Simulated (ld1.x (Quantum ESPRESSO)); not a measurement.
Reading a pseudo-wave (indium)

Columns: radius, all-electron u(r) and pseudo u(r) of the 4d shell (level -26.07 eV) of indium in the configuration [Kr] 4d10 5s2 5p0; PBEsol, scalar-relativistic, RRKJ scheme, ld1.x (Quantum ESPRESSO) 7.5.

```tsv
r (bohr)	all-electron	pseudo
0.115	0.3305	-0.0092
0.230	0.5031	-0.0705
0.345	0.2106	-0.2175
0.460	-0.2194	-0.4405
0.575	-0.5851	-0.6807
0.690	-0.8273	-0.8659
0.805	-0.9531	-0.9637
0.920	-0.9917	-0.9920
1.035	-0.9733	-0.9733
1.150	-0.9210	-0.9210
1.265	-0.8513	-0.8513
1.380	-0.7744	-0.7744
1.495	-0.6968	-0.6968
1.610	-0.6220	-0.6220
1.725	-0.5521	-0.5521
1.840	-0.4880	-0.4880
1.955	-0.4299	-0.4299
2.070	-0.3778	-0.3778
2.185	-0.3314	-0.3314
2.300	-0.2901	-0.2901
2.415	-0.2537	-0.2537
2.530	-0.2216	-0.2216
2.645	-0.1933	-0.1933
2.760	-0.1684	-0.1684
2.875	-0.1466	-0.1466
2.990	-0.1275	-0.1275
```

Problem. How many radial nodes do the two functions have?

Solution. The all-electron 4d function has n − l − 1 = 1; the pseudo-wave has 0, since the states of the same l below it are removed with the core.

Problem. At about which radius was the pseudo-wave matched?

Solution. 0.95 bohr, where the columns begin to agree (steps of 0.12 bohr).

Problem. Is the pseudo-wave norm-conserving?

Solution. Yes: the RRKJ scheme keeps the norm inside the radius equal to the all-electron one, which fixes the energy derivative of the logarithmic derivative at the level.
